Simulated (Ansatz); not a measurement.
Potential energy curve for H2Be, SMILES [BeH2]. The Be1–H3 bond (Be1 also carries H; H3 carries nothing else) is varied alone, starting from the PBE0/def2-TZVP optimised geometry.

Method: full CI/aug-cc-pVTZ, frozen core in Ansatz (a quantum-chemistry and plane-wave program).

Task: Relative to R = 1.34 Å, what are the energies at R = 1.27, 1.42, 1.49, 1.98 Å?

Result: 3.2 kJ/mol at 1.27 Å, 4.8 kJ/mol at 1.42 Å, 14.5 kJ/mol at 1.49 Å, 138.8 kJ/mol at 1.98 Å.
